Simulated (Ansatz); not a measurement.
Isolated molecules relaxed with PBE0-D4/def2-TZVP in Ansatz; ΔE leaves out vibrations. CBS: MP2 limit from def2 TZ/QZ plus the TZ coupled-cluster correction, frozen cores. Functionals use def2-TZVPP. B3LYP here is the variant with VWN-RPA as its local correlation; programs differ in this. For Ge outer-core shells are correlated without core-valence functions, which leaves a few kJ/mol of doubt a bond. Scalar relativity is left out up to krypton. One conformer a species, not always the lowest.

Consider the redistribution: `[CH3][GeH2][SiH2]Cl` + `CC[Si]Cl` → `Cl[SiH2][GeH3]` + `CC(C)[Si]Cl`.

(1) Is it downhill or uphill in electronic energy at CCSD(T)/CBS, and by how much? (Estimate.)

(2) What do these levels give: PBE0-D4, ωB97X-V, ωB97M-V, PBE, B3LYP, MP2/def2-TZVPP, SCS-MP2/def2-TZVPP, CCSD(T)/def2-TZVPP, HF/def2-QZVPP, SCS-MP2/def2-QZVPP, HF/CBS(def2), CCSD/CBS(def2)? (Best estimate.)

Largest T1 diagnostic among the species: 0.012.

Results:

(1) Ansatz gave: Uphill: ΔE = +7.8 kcal/mol.

(2) Computed: PBE0-D4 7.6, ωB97X-V 7.5, ωB97M-V 7.7, PBE 8.2, B3LYP 8.6, MP2/def2-TZVPP 8.0, SCS-MP2/def2-TZVPP 7.9, CCSD(T)/def2-TZVPP 7.7, HF/def2-QZVPP 8.1, SCS-MP2/def2-QZVPP 7.9, HF/CBS(def2) 8.1, CCSD/CBS(def2) 8.0 kcal/mol.

The D4 term adds −0.9 kcal/mol with B3LYP and −0.5 kcal/mol with PBE0; it sums over pairs of atoms, weighted by their polarisabilities, and B3LYP, whose exchange is more repulsive, gets the larger term.
